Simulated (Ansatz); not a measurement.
Molecule: sum formula GeOCl$_{2}$ (charge 0, singlet). 
Coordinates optimised at B3LYP-D3(BJ)/def2-TZVP (Ansatz, a quantum-chemistry and plane-wave program):
```
Ge
O 1 1.6328
Cl 1 2.1290 2 126.55
Cl 1 2.1290 2 126.55 3 -180.00
```

Basis-set convergence of Hartree-Fock and CCSD correlation energies (hartree) with Ansatz. Cores are frozen in the correlated levels unless marked. Spin-orbit coupling is left out. Frozen are the shells of the preceding noble gas and the d and f shells that filled before the atom's block. Non-relativistic.

```tsv
basis	functions	E(HF)	E(corr, CCSD)
def2-SVPD	115	-3068.66950	-0.60395
def2-TZVPPD	196	-3069.33400	-0.75280
def2-QZVPPD	319	-3069.40406	-0.80825
```

Extrapolating the two largest sets (X = 3 and 4) as X^-3: E(corr) = (64·(-0.80825) - 27·(-0.75280))/37 = -0.8487 Eh, an estimate of the basis-set limit. The largest set recovers 95.2 % of it, the smallest 71.2 %.
